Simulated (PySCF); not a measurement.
# Assigning NMR signals

Cartesian coordinates in Å; atom numbers follow the order of the lines, from 1:
```xyz
20

C    -1.2738    1.1910   -1.2743
Si   -0.6038   -0.1097   -0.1023
C    -1.5175   -0.0677    1.5382
C    -0.7050   -1.8284   -0.8594
C     1.2116    0.2822    0.1946
C     1.9277    1.4703    0.1830
N     3.2254    1.2217    0.4858
N     3.3735   -0.0438    0.6859
N     2.1839   -0.6115    0.5182
H    -0.7348    1.1740   -2.2339
H    -1.1720    2.2002   -0.8450
H    -2.3429    1.0207   -1.4775
H    -2.5910   -0.2709    1.3958
H    -1.1191   -0.8216    2.2351
H    -1.4169    0.9187    2.0167
H    -0.1354   -1.8836   -1.8002
H    -1.7514   -2.0912   -1.0824
H    -0.3163   -2.6013   -0.1765
H     1.5767    2.4782   -0.0298
H     2.1020   -1.6161    0.6218
```

PySCF calculation with coordinates at the PBE0-D3(BJ)/def2-SVP level and shieldings: GIAO KT2/pcSseg-1; one computed conformer, relativity neglected, one averaged value for each set of equivalent atoms, no solvent.

Scale: 13C, 1H against TMS (reference shieldings calculated alike).

(1) Assign these signals to the numbered atoms. 13C{1H} NMR (computed): δ 130.9, 123.9, -0.4.

(2) Assign these signals to the numbered atoms. 1H NMR (400 MHz, computed): δ 10.28 (br s, 1H), 7.51 (s, 1H), 0.34 (s, 9H).

Answers

(1) 
| δ (ppm) | atoms | environment | reason |
| --- | --- | --- | --- |
| 130.9 | C6 | aromatic CH next to a ring nitrogen | – |
| 123.9 | C5 | substituted aromatic carbon next to a ring nitrogen | – |
| -0.4 | C1/C3/C4 | methyl carbon bonded to Si | an electropositive neighbour leaves it electron-rich and shielded |

(2) 
```tsv
δ (ppm)	atoms	environment	reason
10.28	H20	hydrogen on a pyrrole-type ring nitrogen	exchangeable; this is the value without hydrogen bonding to other molecules
7.51	H19	hydrogen on an aromatic CH next to a ring nitrogen	ring-current deshielding
0.34	H10/H11/H12/H13/H14/H15/H16/H17/H18	hydrogen on a methyl carbon bonded to Si	an electropositive neighbour shields it, as in TMS itself
```

OH/NH shifts are gas-phase values; hydrogen bonding in solution moves them, usually downfield. Shifts are as computed. Against solution values, carbons near 30 ppm lie about +2 ppm off and those near 130 ppm about -5 ppm (rms about the fit 1.2 ppm; single classes can miss by 10 ppm). Of 1328 compounds with measured shifts, 309 miss one by over three times the rms of a fit or turn the order of signals round; such compounds aren't used in these exercises. Signals without a measured value on file couldn't be tested in this way. No couplings were computed; multiplicities are counted from neighbouring protons, with m where these are inequivalent, close in shift, in a saturated or five-membered ring or joined by F or P, and br s for small geminal =CH2 splittings.
